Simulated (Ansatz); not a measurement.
Total energies of `[OH][GeH]1[NH][AlH]1`.

```xyz
8

O     1.923   -0.647   -0.793
Ge    0.443   -0.793    0.202
N    -0.340    0.888    0.631
Al   -1.674    0.158   -0.246
H     1.749   -0.215   -1.632
H     1.007   -1.553    1.419
H     0.028    1.664    1.161
H    -3.135    0.498   -0.742
```

Charge 0, multiplicity 1. Correlated methods include outer-core shells of Ge, which these sets cover unevenly. Scalar relativity is left out up to krypton. The geometry is a stationary point of PBE0-D4/def2-TZVP. It is one conformer, not always the lowest. Basis def2-TZVPP, Ansatz.

RPA on PBE orbitals: Hartree–Fock energy of these orbitals -2448.94014 Eh, correlation -1.23539 Eh (frozen core).

```csv
functional,energy without D4 (Eh),D4 term (kJ/mol)
LDA (SPW92),-2446.70252,–
PBE,-2451.31003,-15.8
revPBE,-2451.65150,-42.4
BLYP,-2451.93804,-34.1
r2SCAN,-2451.80540,-3.6
B97M-V,-2451.43049,–
PBE0,-2451.38424,-13.4
B3LYP,-2451.97609,-25.8
r2SCANh,-2451.78583,-3.9
r2SCAN0,-2451.75808,-4.4
HSE06 (plane-wave form),-2451.37281,-12.6
BHLYP,-2451.81269,-22.2
CAM-B3LYP,-2451.98188,-13.8
LC-ωPBE,-2451.46504,–
ωB97X-V,-2451.62897,–
ωB97M-V,-2451.72880,–
B2PLYP,-2451.33213,–
PBE-QIDH,-2450.95098,–
```

B3LYP takes the VWN-RPA correlation (the form of Gaussian; ORCA's B3LYP/G). HSE06 is the plane-wave form, built on full-range PBE exchange. The double hybrids freeze the cores in their second-order part.

LC-ωPBE has ω = 0.4 bohr⁻¹.
